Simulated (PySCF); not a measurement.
Multinuclear NMR of C$_{3}$H$_{11}$NO$_{2}$Si$_{3}$

Atoms are numbered as in `[CH3:1]/[C:2]([CH:3]=[O:4])=[N:5]\[SiH2:6][SiH2:7][O:8][SiH3:9]`. Hydrogens are named by the atom that carries them.

Rapidly exchanging positions averaged, one conformer, non-relativistic, no solvent. GFN2-xTB geometry; NMR shieldings at PBE0/pcSseg-1/GIAO; PySCF.

(1) What are the 29Si shifts?

(2) What are the 15N shifts?

(3) Where does 17O resonate?

Results:

(1) 
```csv
atoms,environment,σ (ppm),δ (ppm)
Si7,"silicon bonded to O, Si, 2 H",384.4,-36.0
Si9,"silicon bonded to O, 3 H",389.3,-40.1
Si6,"silicon bonded to N, Si, 2 H",423.9,-68.5
```

Shieldings were converted by a linear fit to measured shifts: 29Si (scatter 8.9 ppm rms, 25.8 ppm with the 6 outliers that the fit left out vs TMS, solution or neat liquid). A few per cent of atoms miss by over 2 rms, more outside the fitted compound classes.

On a 300 MHz spectrometer 29Si resonates near 59.6 MHz, so 1 ppm is 59.6 Hz.

(2) 
| atoms | environment | σ (ppm) | δ (ppm) |
| --- | --- | --- | --- |
| N5 | imine nitrogen | -152.7 | -7.4 |

Shieldings were converted by a linear fit to measured shifts: 15N (scatter 6.3 ppm rms vs CH3NO2, solution or neat liquid). A few per cent of atoms miss by over 2 rms, more outside the fitted compound classes.

On a 600 MHz spectrometer 15N resonates near 60.8 MHz, so 1 ppm is 60.8 Hz.

(3) 
| atoms | environment | σ (ppm) | δ (ppm) |
| --- | --- | --- | --- |
| O4 | aldehyde oxygen | -371.8 | 605.4 |
| O8 | oxygen bonded to 2 Si | 352.5 | -54.4 |

Shieldings were converted by a linear fit to measured shifts: 17O: δ = 266.70 − 0.911σ (rms 10.7 ppm, 155 shifts, 12.2 ppm with the 3 outliers that the fit left out vs liquid water, solution or neat liquid). Occasional misses reach two or three times the rms, and more in compound classes unlike the fitted ones.

On a 600 MHz spectrometer 17O resonates near 81.3 MHz, so 1 ppm is 81.3 Hz.
